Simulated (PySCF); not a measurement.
**Ar²⁺ (argon, charge +2): UHF calculation**

Configuration: [Ne] 3s2 3p4, high-spin 3P determinant. Computed with PySCF 2.14 in aug-cc-pV(D+d)Z, with the non-relativistic Hamiltonian (point nucleus).

```json
{
  "Total energy": "-525.291650 hartree",
  "One-electron energy": "-709.5561 hartree",
  "Hartree (Coulomb) energy": "213.7290 hartree",
  "Exchange energy": "-29.4646 hartree",
  "Kinetic energy": "525.13814 hartree",
  "⟨S²⟩": "2.0077",
  "⟨L²⟩": "2.023",
  "Sum of ⟨r⟩": "11.83 bohr",
  "Sum of ⟨r²⟩": "15.80 bohr²",
  "Traceless quadrupole moment −½Σ⟨3z² − r²⟩ along its main axis": "-1.11 e·bohr²",
  "Density at the nucleus (Gaussians lack the cusp)": "3740 bohr⁻³",
  "Spin density at the nucleus": "0.493 bohr⁻³",
  "Langevin diamagnetic susceptibility": "-12.5 ×10⁻⁶ cm³/mol"
}
```

```json
{"shell": "1s α", "electrons": "1", "mean orbital energy (eV)": "-3258.9", "spread (eV)": "0", "rms radius, mean of both spins (bohr)": "0.0998"}
{"shell": "1s β", "electrons": "1", "mean orbital energy (eV)": "-3258.0", "spread (eV)": "0", "rms radius, mean of both spins (bohr)": "0.0998"}
{"shell": "2s α", "electrons": "1", "mean orbital energy (eV)": "-365.72", "spread (eV)": "0", "rms radius, mean of both spins (bohr)": "0.448"}
{"shell": "2s β", "electrons": "1", "mean orbital energy (eV)": "-364.87", "spread (eV)": "0", "rms radius, mean of both spins (bohr)": "0.448"}
{"shell": "2p α", "electrons": "3", "mean orbital energy (eV)": "-291.11", "spread (eV)": "0.960", "rms radius, mean of both spins (bohr)": "0.417"}
{"shell": "2p β", "electrons": "3", "mean orbital energy (eV)": "-289.61", "spread (eV)": "0.634", "rms radius, mean of both spins (bohr)": "0.417"}
{"shell": "3s α", "electrons": "1", "mean orbital energy (eV)": "-63.615", "spread (eV)": "0", "rms radius, mean of both spins (bohr)": "1.44"}
{"shell": "3s β", "electrons": "1", "mean orbital energy (eV)": "-55.653", "spread (eV)": "0", "rms radius, mean of both spins (bohr)": "1.44"}
{"shell": "3p α", "electrons": "3", "mean orbital energy (eV)": "-43.548", "spread (eV)": "2.526", "rms radius, mean of both spins (bohr)": "1.59"}
{"shell": "3p β", "electrons": "1", "mean orbital energy (eV)": "-40.275", "spread (eV)": "0", "rms radius, mean of both spins (bohr)": "1.59"}
```

Spin-orbit constants ζ (cm⁻¹) from the X2C one-electron operator on these orbitals (non-relativistic here): bare nucleus, nucleus screened by l(l+1)(2l+1)/3 electrons, and screened by the Breit-Pauli mean field of the electrons.

```csv
shell,bare,screened nucleus,mean field
2p,12830,11400,10740
3p,1205,1071,997.9
```

To first order the Landé constant is A = -499.0 cm⁻¹, so the lowest level has J = 2 and lies 0.0619 eV below the centre of the term. This holds in LS coupling only.
